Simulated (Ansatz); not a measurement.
C4H10BO2 (SMILES CCO[B]OCC), doublet, geometry from GFN2-xTB. Base run: Ansatz (an electronic-structure program) with B3LYP/STO-3G.

The Ansatz input:
Ansatz 0.2 input:
```yaml
crystal:
  periodic: [false, false, false]
  atoms:
    - {symbol: C, position_ang: [3.04296540, 0.20887292, -0.76806402]}
    - {symbol: C, position_ang: [2.32488146, -0.74345155, 0.18354317]}
    - {symbol: O, position_ang: [1.10318008, -0.22089806, 0.63819686]}
    - {symbol: B, position_ang: [-0.00591694, -0.03338243, -0.12408830]}
    - {symbol: O, position_ang: [-1.04715054, 0.53700799, 0.53683855]}
    - {symbol: C, position_ang: [-2.31650449, 0.79071310, -0.00786379]}
    - {symbol: C, position_ang: [-3.09326222, -0.49263975, -0.28674651]}
    - {symbol: H, position_ang: [2.43096631, 0.37610065, -1.65201674]}
    - {symbol: H, position_ang: [3.21355285, 1.16465728, -0.27929264]}
    - {symbol: H, position_ang: [3.99829720, -0.21333328, -1.06775435]}
    - {symbol: H, position_ang: [2.93689489, -0.91344580, 1.07635483]}
    - {symbol: H, position_ang: [2.16129589, -1.70981034, -0.31493109]}
    - {symbol: H, position_ang: [-2.85075642, 1.39942565, 0.73011658]}
    - {symbol: H, position_ang: [-2.22091732, 1.37343548, -0.93543259]}
    - {symbol: H, position_ang: [-2.55830446, -1.09452267, -1.01848251]}
    - {symbol: H, position_ang: [-3.19693515, -1.07090277, 0.62779440]}
    - {symbol: H, position_ang: [-4.08122629, -0.25453973, -0.67141078]}
basis:
  gaussian:
    orbitals: STO-3G
hamiltonian:
  xc: b3lyp
magnetization: {spin_polarized: true, initial_magnetization: 1}
```

The base run was repeated with changes; each row names its change, and settings that it needs were set with it.

| change | basis functions | E (Eh) | core-seconds (rough) |
|---|---|---|---|
| base | 45 | -329.46892 | 2 |
| basis = 3-21G | 83 | -331.93610 | 4 |
| basis = 6-31G | 83 | … | 5 |
| basis = def2-SV(P) | … | … | 6 |
| basis = 6-31G* | … | … | 6 |
| basis = def2-SVP | 148 | … | 8 |
| basis = pc-1 | 148 | -333.70539 | 7 |
| basis = 6-31+G* | 153 | -333.77413 | 10 |
| basis = 6-31G** | 155 | -333.77172 | 8 |
| basis = 6-311++G** | 224 | -333.86040 | 20 |
| basis = aug-cc-pVDZ | 251 | -333.79766 | 20 |
| basis = aug-pcseg-1 | 251 | -333.71920 | 20 |
| basis = def2-TZVP | 277 | -333.89911 | 20 |

Question: Complete the blanks.

Answer: 
- basis = 6-31G, E (Eh): -333.65651
- basis = def2-SV(P), basis functions: 118
- basis = def2-SV(P), E (Eh): -333.49309
- basis = 6-31G*, basis functions: 125
- basis = 6-31G*, E (Eh): -333.75812
- basis = def2-SVP, E (Eh): -333.51606

Totals compare only among sets that treat the same electrons; sets with core potentials leave the core out.
